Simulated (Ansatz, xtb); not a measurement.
## Ranking isomers of CH2NSn

5 gas-phase structures of CH2NSn, found in a search over its isomers (lower ones may exist). Each was relaxed with GFN2-xTB:

A. a doublet given by its coordinates
B. `[CH]=[N][SnH]`, a doublet
C. a doublet given by its coordinates
D. `[CH2][N]=[Sn]`, a doublet
E. `N#[C][SnH2]`, a doublet

C (Å):

| atom | x (Å) | y (Å) | z (Å) |
| --- | --- | --- | --- |
| C | -2.3372 | -0.8858 | 1.8191 |
| N | -1.1813 | -1.1402 | 1.2660 |
| Sn | -3.0095 | -1.9779 | 0.1311 |
| H | -2.4022 | -0.3195 | 2.7484 |
| H | -0.3150 | -0.8220 | 1.6763 |

Close contacts (Å): C1–N2 1.31, C1–Sn3 2.12, N2–Sn3 2.31, C1–H4 1.09, N2–H5 1.01.

A (Å):

```yaml
atoms:
  - { symbol: C, position_ang: [-2.5542, -1.0931, 2.1410] }
  - { symbol: N, position_ang: [-1.5172, -1.3792, 2.6707] }
  - { symbol: Sn, position_ang: [-0.7963, -0.0209, 0.8809] }
  - { symbol: H, position_ang: [-3.6030, -1.2822, 2.2319] }
  - { symbol: H, position_ang: [-0.8397, -1.4086, -0.3184] }
```

Close contacts (Å): C1–N2 1.20, C1–Sn3 2.41, N2–Sn3 2.36, C1–H4 1.07, Sn3–H5 1.83.

Problem. Which do you expect lowest at r2SCAN-D4/def2-SVP, and how would the others follow?

Solution. Calculated order at r2SCAN-D4/def2-SVP: D (0.0), C (57.5), B (86.9), A (101.1), E (108.6) kJ/mol.

Energies above the lowest of each column, in kJ/mol; the last columns are at B3LYP-D3(BJ)/def2-SVP geometries and were run for some of them only (a dash: not run or not comparable):

```json
{"structure": "D", "GFN2-xTB": "0.0", "HF/STO-3G": "17.3", "r2SCAN-D4/def2-SVP": "0.0", "B3LYP-D3(BJ)/def2-SVP": "0.0", "CCSD(T)/def2-SVP": "0.0"}
{"structure": "C", "GFN2-xTB": "115.8", "HF/STO-3G": "121.2", "r2SCAN-D4/def2-SVP": "57.5", "B3LYP-D3(BJ)/def2-SVP": "61.6", "CCSD(T)/def2-SVP": "55.9"}
{"structure": "B", "GFN2-xTB": "67.2", "HF/STO-3G": "179.7", "r2SCAN-D4/def2-SVP": "86.9", "B3LYP-D3(BJ)/def2-SVP": "–", "CCSD(T)/def2-SVP": "–"}
{"structure": "A", "GFN2-xTB": "95.0", "HF/STO-3G": "208.2", "r2SCAN-D4/def2-SVP": "101.1", "B3LYP-D3(BJ)/def2-SVP": "–", "CCSD(T)/def2-SVP": "–"}
{"structure": "E", "GFN2-xTB": "151.2", "HF/STO-3G": "0.0", "r2SCAN-D4/def2-SVP": "108.6", "B3LYP-D3(BJ)/def2-SVP": "–", "CCSD(T)/def2-SVP": "–"}
```

CCSD(T)/def2-SVP puts D lowest of those it was run on; HF/STO-3G picks E. Some further structures that were screened fall inside this span and aren't listed. Flexible structures stand in one conformer each, not always the lowest. Frequencies (B3LYP-D3(BJ)/def2-SVP) were run for C, D alone. Open shells are spin-unrestricted, some with notable spin contamination. Atoms past krypton carry core potentials in the def2 sets, without spin–orbit terms.

Over these structures GFN2-xTB departs from r2SCAN-D4/def2-SVP by 28.3 kJ/mol on average once a common shift is removed. A GFN2-xTB relaxation took about 0.1 s and the r2SCAN-D4/def2-SVP energy about 3 s on a shared host (Ansatz 0.2.0, xtb 6.7.1).
